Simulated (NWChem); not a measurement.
Species: ZrH$_{4}$O$_{2}$; SMILES [OH][ZrH2][OH]

```xyz
7

Zr     0.0000     0.0000    -0.2864
O      1.6200    -0.0044     0.7121
H      2.3078     0.0469     1.3760
O     -1.6200     0.0044     0.7121
H     -2.3078    -0.0469     1.3760
H     -0.0030    -1.5387    -1.3454
H      0.0030     1.5387    -1.3454
```
Atoms are numbered in this order, from 1.

The geometry was optimised at PBE0/def2-SVP. Not confirmed as a minimum by frequencies. B3LYP is NWChem's, with the RPA form of VWN correlation. def2 effective core potentials on Zr; no spin-orbit coupling.

Symmetry labels are those of C2 in the frame above (b1 and b2, or b-type labels, depend on it).

**Question.** List the 4 lowest vertical singlet excitations from B3LYP/def2-SVPD with def2 effective core potentials on Zr, TDA (NWChem).

**Answer.** 
| state | energy (eV) | oscillator strength | symmetry | leading excitation (squared amplitude) |
|---|---|---|---|---|
| S1 | 4.31 | 0.000 | b | HOMO → LUMO (0.99) |
| S2 | 5.22 | 0.049 | a | HOMO−1 → LUMO (0.95) |
| S3 | 5.32 | 0.005 | b | HOMO → LUMO+1 (0.99) |
| S4 | 5.67 | 0.000 | a | HOMO → LUMO+2 (0.56) |
